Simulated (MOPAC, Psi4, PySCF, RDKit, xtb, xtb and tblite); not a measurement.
Two geometries of CH₈GeOSi₂, SMILES [GeH3][SiH2][SiH2]C=O, relaxed at GFN2-xTB with one dihedral held; other torsions can differ between them too.

Structure A

```
13

O      1.0970     0.6254    -1.4274
C      1.8678    -0.0059    -0.7479
Si     1.3040    -0.8948     0.8550
Si    -0.9593    -0.4203     1.0217
Ge    -1.9087    -1.4039     2.9253
H      2.9314    -0.0731    -1.0607
H      1.7001    -2.2975     0.6675
H      2.1928    -0.3777     1.9050
H     -1.7021    -0.9101    -0.1454
H     -1.2009     1.0251     1.1036
H     -1.1152    -1.2395     4.1905
H     -3.2704    -0.9188     3.3279
H     -2.0970    -2.8919     2.8596
```

Structure B

```
13

O      1.1739     0.6862    -1.4380
C      1.9054     0.0324    -0.7380
Si     1.2855    -0.9124     0.8146
Si    -0.9773    -0.4520     1.0221
Ge    -2.2755    -2.4019     0.9179
H      2.9839    -0.0312    -0.9981
H      1.6565    -2.3111     0.5551
H      2.1778    -0.4590     1.8897
H     -1.4571     0.4819     0.0018
H     -1.2493     0.1854     2.3206
H     -1.7075    -3.5663     1.6808
H     -3.6725    -2.3066     1.4583
H     -2.4838    -2.9803    -0.4509
```

Task: Which is lower in energy at the level DF-MP2 (frozen core)/cc-pVTZ // GFN2-xTB (Psi4 1.11), and by how much?

Result: A is lower, by 1.17 kcal/mol (dihedral C2–Si3–Si4–Ge5: 180° in A, 120° in B).

E(B) − E(A) in kcal/mol at the other levels, on the same two geometries: GFN2-xTB (xtb and tblite) 0.18; PBE0/def2-TZVP // GFN2-xTB (Psi4) 0.81; PBE0-D3(BJ)/def2-TZVP // GFN2-xTB (Psi4) 0.79; PBE/def2-TZVP // GFN2-xTB (Psi4) 0.69; PBE-D3(BJ)/def2-TZVP // GFN2-xTB (Psi4) 0.68; wB97X-D/def2-TZVP // GFN2-xTB (Psi4) 0.85; HF/cc-pVTZ // GFN2-xTB (Psi4) 1.07; UFF // GFN2-xTB (RDKit) 1.12; PM6, restricted, heats of formation // GFN2-xTB (MOPAC) -0.26; PM7, restricted, heats of formation // GFN2-xTB (MOPAC) 0.35; GFN1-xTB // GFN2-xTB (xtb) 0.47; restricted B3LYP/6-31G*, spherical d, density fitting // GFN2-xTB (PySCF) 1.20; restricted Hartree-Fock/6-31G*, spherical d, density fitting // GFN2-xTB (PySCF) 1.16; restricted B3LYP/LANL2DZ, with its core potentials past Ne // GFN2-xTB (PySCF) 0.25; restricted Hartree-Fock/LANL2DZ, with its core potentials past Ne // GFN2-xTB (PySCF) 0.34.
